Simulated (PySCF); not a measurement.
**A search over the determinants of Hg₂**

Unrestricted PBE0; PySCF, scalar-relativistic core potentials, basis sets Hg cc-pVDZ-PP with ECP60. Outer shells of the fragments: Hg 5d10 6s2; Hg 5d10 6s2.

Followed along the bond (rough minima from three points):

```csv
2Ms+1,unpaired,⟨S²⟩ at the start,R at minimum (Å),Te (eV)
1,none,0.00,3.74,0.00
3,"σ ↑, π ↑",2.01,2.68,3.77
```

Solutions found at the starting distance of 2.750 Å, counted from the lowest of them; the search is not exhaustive and high or unbound solutions are not listed, so other states can lie among these:

```
2Ms+1  unpaired   term  E (eV)  ⟨S²⟩  ⟨Lz²⟩
    1      none    ¹Σ⁺    0.00  0.00   0.00
    3  σ ↑, π ↑     ³Π    3.48  2.01   1.00
    3      σ ↑↑    ³Σ⁺    3.54  2.00   0.00
    1  σ ↑, π ↓  mixed    3.74  1.01   1.00
    3      π ↑↑    ³Σ⁻    7.82  2.00   0.00
    3      π ↑↑  mixed    9.03  2.00   2.00
```

A term symbol is given only where ⟨S²⟩ and ⟨Lz²⟩ are close to those of a pure state; real π, δ and φ orbitals otherwise mix terms, and g/u labels are left off.

Problem. Compare the gap between the two lowest followed solutions at the starting distance with the gap between their minima.

Solution. At PBE0 the second solution (triplet, unpaired electrons σ ↑, π ↑) lies +3.48 eV from the first (singlet, closed shell) at 2.750 Å and +3.77 eV at the minima; the two curves relax by different amounts, since their minima lie near 2.68 and 3.74 Å.

Spin–orbit coupling is left out. Counting both spins, an empty level lies below a filled one in some of these solutions, because spin and occupation are held.
